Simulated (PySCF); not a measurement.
**Fractional electron number in As (arsenic, neutral)**

The 4p alpha orbital of [Ar] 3d10 4s2 4p3 is emptied in steps (occupation f), with all orbitals relaxed, ending at [Ar] 3d10 4s2 4p2. Calculation: PySCF 2.14, in jorge-DZP-DKH (8s6p2d1f, 43 functions); scalar relativity by spin-free X2C-1e. The exact energy is a straight line in f; departures are measured from the line between the end points of the same method.

```csv
f,UHF (eV),LDA (eV),PBE (eV),PBE0 (eV),r2SCAN (eV),LC-wPBE (eV),BHandHLYP (eV),wB97X (eV),MN15 (eV),BLYP (eV)
1,0.000,0.000,0.000,0.000,0.000,0.000,0.000,0.000,0.000,0.000
0.75,0.081,-0.804,-0.779,-0.562,-0.734,-0.064,-0.364,-0.115,-0.471,-0.797
0.5,0.107,-1.073,-1.036,-0.745,-0.965,-0.081,-0.484,-0.153,-0.618,-1.063
0.25,0.079,-0.805,-0.775,-0.555,-0.713,-0.056,-0.361,-0.115,-0.452,-0.796
0,0.000,0.000,0.000,0.000,0.000,0.000,0.000,0.000,0.000,0.000
```

| method | E(f=0) − E(f=1) (eV) | −ε at f=1 (eV) | −ε at f=0.5 (eV) |
| --- | --- | --- | --- |
| UHF | 9.438 | 9.871 | 9.435 |
| LDA | 9.923 | 5.638 | 9.922 |
| PBE | 9.774 | 5.617 | 9.783 |
| PBE0 | 9.876 | 6.867 | 9.894 |
| r2SCAN | 10.055 | 6.100 | 10.114 |
| LC-wPBE | 9.930 | 9.568 | 9.952 |
| BHandHLYP | 9.671 | 7.725 | 9.678 |
| wB97X | 9.606 | 8.987 | 9.606 |
| MN15 | 9.858 | 7.319 | 9.905 |
| BLYP | 9.490 | 5.241 | 9.492 |

Orbital energy along the path (eV):

```
   f     UHF      LDA      PBE     PBE0   r2SCAN  LC-wPBE  BHandHLYP    wB97X     MN15     BLYP
   1  -9.871   -5.638   -5.617   -6.867   -6.100   -9.568     -7.725   -8.987   -7.319   -5.241
0.75  -9.650   -7.775   -7.701   -8.388   -8.136   -9.772     -8.705   -9.302   -8.628   -7.363
 0.5  -9.435   -9.922   -9.783   -9.894  -10.114   -9.952     -9.678   -9.606   -9.905   -9.492
0.25  -9.224  -12.072  -11.852  -11.373  -11.996  -10.099    -10.640   -9.909  -11.117  -11.618
   0  -9.018  -14.209  -13.889  -12.811  -13.801  -10.195    -11.592  -10.228  -12.182  -13.727
```

Reference removal energy between the ground levels: 9.789 eV (measured; NIST Atomic Spectra Database, ionization energies). The calculation has no spin-orbit coupling. UHF lacks correlation.
